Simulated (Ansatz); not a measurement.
Reaction (formal exchange of groups at a C–C bond): `CCB(O)Br` + `OCO[SiH3]` → `CC(O)O[SiH3]` + `CB(O)Br`

Isolated molecules relaxed with PBE0-D4/def2-TZVP in Ansatz; ΔE leaves out vibrations. CCSD(T)/CBS is the MP2 limit (def2-TZVPP, def2-QZVPP) plus CCSD(T) − MP2 in def2-TZVPP, frozen cores. Functionals use def2-TZVPP. B3LYP here is the variant with VWN-RPA as its local correlation; programs differ in this. For Br outer-core shells are correlated without core-valence functions, which leaves a few kJ/mol of doubt a bond. Scalar relativity is left out up to krypton. One conformer a species, not always the lowest.

```csv
level,ΔE (kcal/mol),difference from CCSD(T)/CBS
PBE-D4,-10.2,-0.1
r2SCAN-D4,-11.3,-1.2
ωB97X-V,-10.3,-0.2
ωB97M-V,-10.6,-0.5
B2PLYP,-10.1,0.0
PBE,-10.0,0.1
r2SCAN,-11.2,-1.1
PBE0,-10.0,0.1
B3LYP,-10.0,0.1
HF/def2-TZVPP,-9.9,0.2
CCSD/def2-TZVPP,-9.8,0.3
CCSD(T)/def2-TZVPP,-10.0,0.1
HF/def2-QZVPP,-9.8,0.3
MP2/def2-QZVPP,-10.1,0.0
SCS-MP2/def2-QZVPP,-9.7,0.4
MP2/CBS(def2),-10.2,-0.1
CCSD(T)/CBS,-10.1,0
```

Largest T1 diagnostic among the species: 0.011.
